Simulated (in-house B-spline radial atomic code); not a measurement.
# Sb²⁺: [Kr] 4d10 5s2 (5p3/2)1 (an excited or competing configuration)

Level of theory: Dirac-Hartree-Fock, average of the jj configuration, Fermi nucleus of rms radius 4.6802 fm; calculated with a B-spline radial code for spherical atoms.

Z_r = [3n² - l(l+1)]/(2<r>); Z_e = n√(-2ε); the last column is Slater's effective charge. Values are occupation-weighted means over j. An effective charge above Z reflects the relativistic contraction of the inner shells.

| shell | electrons | ε (eV) | <r> (bohr) | Z_r | Z_e | Slater |
| --- | --- | --- | --- | --- | --- | --- |
| 1s | 2 | -30687 | 0.02841 | 52.79 | 47.49 | 50.70 |
| 2s | 2 | -4779.5 | 0.122 | 49.17 | 37.49 | 46.85 |
| 2p | 6 | -4290.8 | 0.107 | 46.74 | 35.52 | 46.85 |
| 3s | 2 | -992.82 | 0.3285 | 41.09 | 25.63 | 39.75 |
| 3p | 6 | -828.79 | 0.327 | 38.22 | 23.41 | 39.75 |
| 3d | 10 | -576.6 | 0.3044 | 34.49 | 19.53 | 29.85 |
| 4s | 2 | -195.06 | 0.793 | 30.26 | 15.15 | 23.25 |
| 4p | 6 | -142.2 | 0.8547 | 26.91 | 12.93 | 23.25 |
| 4d | 10 | -62.607 | 1.019 | 20.60 | 8.58 | 11.85 |
| 5s | 2 | -32.902 | 2.138 | 17.54 | 7.78 | 7.00 |
| 5p | 1 | -23.955 | 2.556 | 14.28 | 6.63 | 7.00 |

The least bound orbital is 5p3/2 at -23.96 eV, and it is also the most diffuse (<r> = 2.556 bohr).

For the 1s electron the small component carries 3.52 % of the norm, the zero-frequency Breit interaction raises the level by 72.2 eV, self-energy by 41.04 eV, and vacuum polarisation lowers it by 5.489 eV.
